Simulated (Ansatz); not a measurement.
Basis-set extrapolation for AlB2H5OSi (`B[O][Al]1[BH][SiH2]1`) (PBE0-D4/def2-TZVP geometry, frozen core, the Gaussian-basis code of Ansatz). Multiplicity 1, RHF reference.

```
                      def2-TZVPP   def2-QZVPP
                 HF  -658.064862  -658.086354
    MP2 correlation    -0.637394    -0.682824
CCSD(T) correlation    -0.711406      not run
```

Energies in hartree. Use E(X) = E(∞) + A·exp(−7.88·√X) for Hartree–Fock and E(X) = E(∞) + B·X^(−2.97) for correlation, with X = 3 and 4, and add CCSD(T) minus MP2 of the smaller set to the MP2 limit.

Problem. What is the CCSD(T) energy at the basis-set limit?

Solution. HF limit: -658.086354 + (-0.021492) × 0.13774 = -658.08931. MP2 limit: -0.682824 + (-0.045430) × 0.74074 = -0.71648. Higher-order term: -0.711406 − (-0.637394) = -0.07401. Total: -658.87980 hartree, 65.0 kcal/mol below CCSD(T)/def2-TZVPP.
